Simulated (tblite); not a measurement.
C3H6F2GeS2.
SMILES with atom numbers: `[F:1][CH:2]([F:3])[C@@H:4]1[CH2:5][S:6][GeH2:7][S:8]1` (hydrogens: H9 on C2; H10 on C4; H11, H12 on C5; H13, H14 on Ge7)

Computed with GFN2-xTB (tblite), gas phase: L-BFGS steps from a force-field or distance-geometry start until the largest atomic force falls under 0.01 eV/Å.

Step 33: E = -746.2118 eV
```
atom  x, y, z in Å  |  force x, y, z in eV/Å
F1     -1.9503    1.0995   -1.5398    0.004  -0.042   0.027
C2     -1.5196    0.6115   -0.3593   -0.041   0.030   0.036
F3     -2.6256    0.1953    0.3073   -0.002   0.042  -0.012
C4     -0.5728   -0.5666   -0.5499   -0.045   0.028  -0.023
C5     -0.1241   -1.1419    0.7813   -0.049  -0.084  -0.087
S6      0.8755    0.0284    1.7710    0.025   0.037   0.056
Ge7     2.0819    0.7458    0.0502   -0.013   0.007  -0.015
S8      0.8383   -0.0728   -1.6022    0.065   0.024  -0.043
H9     -1.0689    1.4404    0.2101   -0.002   0.015   0.006
H10    -1.1063   -1.3287   -1.1272    0.028  -0.032   0.041
H11    -0.9875   -1.3996    1.3950   -0.012   0.057   0.012
H12     0.4670   -2.0399    0.6136    0.050  -0.057  -0.010
H13     2.2110    2.2596    0.0722   -0.027  -0.020  -0.010
H14     3.4809    0.1686   -0.0444    0.020  -0.005   0.021
```

Step 34: E = -746.2130 eV
```
atom  x, y, z in Å  |  force x, y, z in eV/Å
F1     -1.9612    1.0874   -1.5434    0.002  -0.050   0.036
C2     -1.5160    0.6153   -0.3615   -0.021   0.024   0.042
F3     -2.6131    0.2138    0.3277   -0.011   0.035  -0.021
C4     -0.5749   -0.5690   -0.5501   -0.020   0.061  -0.029
C5     -0.1262   -1.1484    0.7798   -0.032  -0.049  -0.098
S6      0.8752    0.0191    1.7731    0.022   0.031   0.042
Ge7     2.0816    0.7439    0.0544   -0.033   0.010  -0.001
S8      0.8417   -0.0746   -1.5998    0.023  -0.007  -0.037
H9     -1.0557    1.4523    0.1885    0.004   0.001   0.005
H10    -1.1111   -1.3289   -1.1285    0.043  -0.016   0.043
H11    -0.9889   -1.4059    1.3948   -0.003   0.043   0.002
H12     0.4674   -2.0440    0.6064    0.029  -0.058   0.006
H13     2.1950    2.2587    0.0749   -0.019  -0.015  -0.007
H14     3.4857    0.1799   -0.0384    0.018  -0.009   0.019
```

Question: Estimate the geometry and energy of step 35. (The exact step hangs on the optimiser's Hessian estimate; all steps are aligned on step 34, rigid shifts and turns removed.)

Answer: E = -746.2139 eV, largest force 0.065 eV/Å
```
atom  x, y, z in Å  |  force x, y, z in eV/Å
F1     -1.9683    1.0789   -1.5449   -0.005  -0.039   0.025
C2     -1.5141    0.6180   -0.3622    0.003   0.012   0.030
F3     -2.6054    0.2267    0.3403   -0.023   0.022  -0.013
C4     -0.5764   -0.5698   -0.5508    0.012   0.059  -0.019
C5     -0.1280   -1.1536    0.7773    0.003  -0.003  -0.065
S6      0.8751    0.0136    1.7750    0.007   0.005   0.009
Ge7     2.0808    0.7428    0.0570   -0.034   0.004   0.009
S8      0.8444   -0.0752   -1.5992   -0.016  -0.028  -0.024
H9     -1.0470    1.4598    0.1748    0.008  -0.003   0.008
H10    -1.1133   -1.3297   -1.1285    0.042  -0.001   0.031
H11    -0.9900   -1.4086    1.3948    0.008   0.027  -0.017
H12     0.4684   -2.0476    0.6019   -0.001  -0.043   0.013
H13     2.1841    2.2577    0.0766   -0.012  -0.006  -0.005
H14     3.4890    0.1867   -0.0343    0.008  -0.007   0.017
```

The energy changes by -0.0009 eV. The first-order estimate −F·Δx gives -0.0013 eV and the mean of the old and new forces, exact on a quadratic surface, -0.0008 eV. The step makes an angle of 80° with the force vector and moves no atom by more than 0.020 Å.

The cost below is that of the whole relaxation. On one thread of an Arm Neoverse N1, shared host, this took 0.72 s of wall time.
